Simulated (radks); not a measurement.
Initial-state core-level shifts of the iron ion Fe2+ when its valence configuration changes from [Ar] 3d6. All-electron calculation, non-relativistic Kohn-Sham, r2SCAN, spin-polarised, spherical densities, point nucleus; open shells are filled with parallel spins first; meta-GGA in the generalised Kohn-Sham scheme. Program: a radial shooting solver on a logarithmic mesh with Libxc functionals. Shifts are changes of the shell-averaged eigenvalues in eV (positive: less bound); the change of the density at the nucleus, which sets a Mossbauer isomer shift, is in e/bohr^3, on a base of 1.191e+04.

| valence | 1s | 2s | 2p | 3p | density at nucleus |
|---|---|---|---|---|---|
| 3d4 4p2 | -18.963 | -20.934 | -20.812 | -17.031 | +4.679 |
| 3d5.5 4p0.5 | -4.188 | -4.582 | -4.555 | -3.902 | +0.860 |
| 3d5 4s1 | -7.281 | -8.190 | -8.132 | -6.594 | +10.132 |
| 3d5 4p1 | -8.568 | -9.410 | -9.356 | -7.873 | +1.866 |
| 3d5.5 4s0.5 | -3.539 | -3.972 | -3.944 | -3.250 | +4.774 |
| 3d4 4s2 | -16.849 | -18.838 | -18.717 | -14.986 | +21.505 |
